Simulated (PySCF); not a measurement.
Start geometry of `O=CO[SiH2]N[SiH3]` from a GFN2-xTB structure with every atom displaced at random (by about 0.01 Å) (Å):
```
atom  x, y, z in Å
O1     3.382   -0.690   -0.219
C2     2.928    0.245    0.412
O3     1.654    0.547    0.560
Si4    0.504   -0.368   -0.151
N5    -0.914    0.412    0.476
Si6   -2.570   -0.018    0.211
H7     3.590    0.960    0.960
H8     0.620   -0.239   -1.600
H9     0.563   -1.739    0.344
H10   -0.747    1.271    1.001
H11   -2.889    0.088   -1.203
H12   -2.736   -1.408    0.648
H13   -3.379    0.923    1.007
```

What comes out of this run: PBE0-D3(BJ)/def2-SVP geometry optimisation, gas phase in PySCF 2.14.0?

```
atom  x, y, z in Å
O1     3.310   -0.179   -0.361
C2     2.770    0.489    0.478
O3     1.461    0.677    0.557
Si4    0.447   -0.088   -0.617
N5    -1.179    0.342   -0.259
Si6   -2.279   -0.424    0.863
H7     3.308    1.026    1.288
H8     0.825    0.451   -1.947
H9     0.610   -1.554   -0.471
H10   -1.488    1.233   -0.642
H11   -3.616   -0.633    0.228
H12   -1.676   -1.739    1.225
H13   -2.488    0.382    2.105
```

The energy falls by 0.377 eV over 28 energy and gradient evaluations, the largest force component goes from 0.0460 to 2.3e-04 Eh/bohr, and the atoms move by 0.892 Å rms after alignment. The bond that changes most is O3–Si4 (oxygen singly bound to a carbonyl carbon to oxygen-bound silicon), which lengthens by 0.098 Å. Bonds longer at the end by more than 0.005 Å: 8 of 12; shorter: 3. Among the angles that change most is O3–Si4–N5, from 99.6° to 107.6°. Among the dihedrals that turn most is H9–Si4–N5–Si6, from -62° to 31°. Rotational constants go from 11552, 888.5, 841.9 to 7523, 953.7, 910.4 MHz. The orientation of the end geometry is arbitrary; only internal coordinates are fixed.

The run used 127 basis functions and 199 SCF cycles in all.

Stationary, but not proved a minimum. The numbers are those of one conformer.
